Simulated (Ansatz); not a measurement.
Reaction (formal exchange of groups at a C–S bond): `FC[S][SnH3]` + `BCB` → `BC(B)CF` + `[SH][SnH3]`

Gas-phase electronic energies from Ansatz, PBE0-D4/def2-TZVP geometries. CCSD(T)/CBS is the MP2 limit (def2-TZVPP, def2-QZVPP) plus CCSD(T) − MP2 in def2-TZVPP, frozen cores. DFT in def2-TZVPP. B3LYP here is the variant with VWN-RPA as its local correlation; programs differ in this. Elements past krypton have def2 core potentials. For Sn outer-core shells are correlated without core-valence functions, which leaves a few kJ/mol of doubt a bond. One conformer a species, not always the lowest.

Task: Is it downhill or uphill in electronic energy at CCSD(T)/CBS, and by how much? (Best estimate.)

Result: The calculation gave: Downhill: ΔE = -15.5 kJ/mol.

Task: What do these levels give: PBE-D4, r2SCAN-D4, ωB97M-V, B2PLYP, PBE, r2SCAN, B3LYP, HF/def2-TZVPP, MP2/def2-TZVPP, HF/def2-QZVPP, MP2/CBS(def2), CCSD/CBS(def2)? (An estimate is asked.)

Result: The calculation gave: PBE-D4 -9.0, r2SCAN-D4 -12.6, ωB97M-V -16.1, B2PLYP -14.7, PBE -9.5, r2SCAN -12.6, B3LYP -13.5, HF/def2-TZVPP -24.0, MP2/def2-TZVPP -16.4, HF/def2-QZVPP -23.9, MP2/CBS(def2) -13.1, CCSD/CBS(def2) -17.7 kJ/mol.

Largest T1 diagnostic among the species: 0.013.

In def2-TZVPP, CCSD(T) changes the Hartree–Fock value by +5.1 kJ/mol (the triples alone add +2.2 kJ/mol) and MP2 by +7.5 kJ/mol. From PBE to PBE0 (25 % exact exchange), in def2-TZVPP and without D4, ΔE moves by −5.0 kJ/mol.
